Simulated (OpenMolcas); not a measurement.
# neutral silicon: effect of the active space

```json
{
 "Program": "OpenMolcas 26.06",
 "Method": "CASSCF",
 "Basis": "ANO-L-VQZP",
 "Scalar Hamiltonian": "non-relativistic, point nucleus",
 "Spin-orbit coupling": "RASSI with atomic mean-field integrals over the reference wave functions, term energies averaged over their components"
}
```

A. 2 electrons in 3 orbitals (3p); 2S+1 = 3 even, 3 roots; 2S+1 = 1 even, 6 roots; cost of the order of 1.8 core-seconds
B. 4 electrons in 4 orbitals (3s 3p); 2S+1 = 3 even, 3 roots; 2S+1 = 1 even, 6 roots; 2S+1 = 5 odd, 1 root; cost of the order of 15 core-seconds

Energies in cm⁻¹ above 3s² 3p² ³P₀, the measured ground level; measured values from NIST Handbook of Basic Atomic Spectroscopic Data.

```csv
Level,A,B,Measured
3s² 3p² ³P₀,0.0,0.0,0.0
3s² 3p² ³P₁,66.9,66.7,77.1
3s² 3p² ³P₂,197,195,223
3s² 3p² ¹D₂,8739,8845,6299
3s² 3p² ¹S₀,21295,15515,15394
```

Deviations, from unrounded energies. A percentage is the sum of absolute deviations over the sum of measured energies, with the sign that they share, or ± where signs differ.

```csv
Against measurement,Levels,A,B
mean absolute deviation (cm-1),4,2100,680
fine structure of the ground term (%),2,-12.2,-12.9
other terms of the ground configuration (%),2,+38.4,+12.3
```

B lies closest to measurement on these levels. The largest miss of B in the table is 3s² 3p² ¹D₂, by +2500 cm-1. The ranking rests on the paired levels alone, and a cruder setting can come out closer through cancelling errors.

Between A and B the level of the table that moves most is 3s² 3p² ¹S₀, by 5800 cm-1 (lowest in B, highest in A).

Without dynamic correlation excited terms often stand tens of per cent too high (terms of higher spin than the ground term too low), and those without a measured partner can miss by more than the paired ones. With the s shell closed, the reference lacks s² → p² mixing (holds for A). Measured partners are found by configuration, term and J. A level has none where our copy of the source lacks it or the pairing is in doubt (some pairs that miss far off the trend of their configuration count as doubtful), and it then counts in no deviation. Levels of configurations outside the active space are missing. Levels that lie high or do not pair safely by name in every column are left out.
